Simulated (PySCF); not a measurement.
# Computed spin Hamiltonian

Species: C4H6FOSi2 (doublet state).
Numbering: `[F:1][c:2]1[cH:3][cH:4][o:5][c:6]1[SiH2:7][SiH2:8]` (hydrogens: H9 on C3; H10 on C4; H11, H12 on Si7; H13, H14 on Si8)

Cartesian coordinates in Å at the GFN2-xTB level; atoms count from 1:
```xyz
14
C4H6FOSi2 angstrom
F     -1.5383   -2.2042   -0.6107
C     -1.4237   -0.9964   -0.0407
C     -2.4967   -0.1758    0.3736
C     -1.8945    0.9358    0.8789
O     -0.5597    0.8381    0.7986
C     -0.2492   -0.3533    0.2301
Si     1.5599   -0.7992   -0.0208
Si     2.6309    1.0866    0.6563
H     -3.5426   -0.3888    0.3026
H     -2.2982    1.8305    1.3095
H      1.8720   -1.9221    0.8799
H      1.6161   -1.3677   -1.3821
H      2.2266    2.4146    0.1905
H      4.0967    1.1014    0.6921
```

The hyperfine couplings belong to this conformer and change with its torsions.

Computed, not measured: UKS B3LYP, pcH-1 on C F H O Si, non-relativistic, mean-field spin-orbit, GIAO in PySCF. Isolated species at its GFN2-xTB geometry (one conformer only). Couplings are sensitive to structure, and on GFN2-xTB geometries they can be far from those on DFT ones, by a factor of two or more for some ions and for spin on atoms past the first row. Stability of the SCF solution: not tested.

```json
{"g1, g2, g3": "2.00211, 2.00460, 2.00627", "g_iso": "2.00433", "Form of g": "rhombic: the two nearest values differ by 40 % of g3 − g1", "⟨S²⟩": "0.7525 (exact 0.7500)", "α and β electrons": "38, 37", "Total energy": "-910.03513 Eh", "Basis functions": "280"}
```

Isotropic coupling and dipolar principal values T1 to T3, in G (MHz turned into gauss with g_iso; 10 G = 1 mT):

| atom | isotope | a_iso | of which spin–orbit | T1 | T2 | T3 | Mulliken spin population |
| --- | --- | --- | --- | --- | --- | --- | --- |
| F1 | 19F | 0.1 | 0.0 | -0.4 | 0.1 | 0.3 | 0.00 |
| C2 | 13C | -0.2 | 0.0 | -0.1 | 0.0 | 0.1 | 0.00 |
| C3 | 13C | 0.1 | 0.0 | -0.1 | 0.0 | 0.1 | 0.00 |
| C4 | 13C | 0.0 | 0.0 | -0.1 | -0.1 | 0.2 | 0.00 |
| O5 | 17O | -1.4 | 0.0 | -0.5 | 0.2 | 0.3 | 0.00 |
| C6 | 13C | -0.2 | 0.0 | -0.2 | -0.1 | 0.3 | -0.01 |
| Si7 | 29Si | -2.7 | 0.0 | -2.1 | 0.2 | 1.9 | 0.02 |
| Si8 | 29Si | -120.5 | 0.4 | -63.3 | 31.4 | 31.9 | 0.99 |
| H9 | 1H | 0.0 | 0.0 | -0.1 | -0.1 | 0.2 | 0.00 |
| H10 | 1H | 0.0 | 0.0 | -0.2 | -0.2 | 0.4 | 0.00 |
| H11 | 1H | 1.6 | 0.0 | -1.0 | -0.4 | 1.4 | 0.00 |
| H12 | 1H | 27.5 | 0.0 | -0.8 | -0.2 | 1.0 | 0.04 |
| H13 | 1H | -2.6 | 0.0 | -3.8 | 0.8 | 3.0 | -0.02 |
| H14 | 1H | -2.7 | 0.0 | -3.8 | 0.8 | 3.0 | -0.02 |

The largest Mulliken spin population is on Si8 (+0.99). The angles at Si8 add up to 346.9°, so it is slightly pyramidal.

Axes: g2 points within 10° of the Si7–Si8 bond.

Under fast tumbling the dipolar parts average out, and these isotropic splittings remain: 2 × 1H (H11/H12, I = 1/2, 3 lines) with 1.45 mT and 2 × 1H (H13/H14, I = 1/2, 3 lines) with 0.27 mT.

Means are taken over nuclei equivalent by connectivity, which assumes that they swap fast. The 1H value of +40.8 MHz is a mean of couplings from 4.4 to 77.1 MHz in this one geometry, not an average over conformers.

The 29Si coupling of Si8 (-338.0 MHz) shows only in satellite lines or after enrichment, since that isotope makes up about 4.7 % of natural silicon.
